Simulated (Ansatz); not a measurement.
`B[NH][GeH]([CH3])[F]` → `BNC` + `[F][GeH]` at 700 K and 1 bar (germylene formation by 1,1-elimination).

Program: Ansatz. Geometries: PBE0-D4/def2-TZVP. ΔE: electronic, gas phase. CCSD(T)/CBS is the MP2 limit (def2-TZVPP, def2-QZVPP) plus CCSD(T) − MP2 in def2-TZVPP, frozen cores. For Ge outer-core shells are correlated without core-valence functions, which leaves a few kJ/mol of doubt a bond. Scalar relativity is left out up to krypton. One conformer a species, not always the lowest.

| species | CCSD(T)/CBS energy (Eh) | H − E (kJ/mol) | S (J/(mol·K)) |
| --- | --- | --- | --- |
| `B[NH][GeH]([CH3])[F]` | -2297.76421 | 312.4 | 499.6 |
| `BNC` | -121.18426 | 253.9 | 346.7 |
| `[F][GeH]` | -2176.50038 | 48.7 | 290.8 |

H − E and S are ideal-gas, rigid-rotor, harmonic terms from PBE0-D4/def2-TZVP, for one conformer and one mirror image of each species. 1 Eh = 2625.50 kJ/mol, R = 8.31446 J/(mol·K).

By hand: ΔE, ΔH, ΔS and ΔG.

ΔE = (-121.18426) + (-2176.50038) − (-2297.76421) = 0.07957 Eh = 208.9 kJ/mol. Δ(H − E) = 253.9 + 48.7 − 312.4 = -9.8, so ΔH = 199.1 kJ/mol. ΔS = 346.7 + 290.8 − 499.6 = 137.9 J/(mol·K). ΔG = 199.1 − 700 × (137.9)/1000 = 102.6 kJ/mol.

By hand: the equilibrium constant, and the temperature at which ΔG would vanish if ΔH and ΔS stayed fixed.

log₁₀ K = −ΔG/(RT ln 10) = -7.7. ΔG = 0 at ΔH/ΔS = 1444 K.

The number of gas molecules changes by +1, which sets the sign of ΔS. A doubt of 5 kJ/mol in ΔE shifts log₁₀ K by 0.4 here. Other conformers and mirror images would add mixing entropy, several J/(mol·K) or more a flexible species. Modes under 60 cm⁻¹, often nearly free rotors, make the harmonic entropy too high. These are equilibria of isolated gas molecules and say nothing of rates. Largest T1 diagnostic: 0.014 (customary marks: 0.02 for closed shells, 0.045 for open ones).
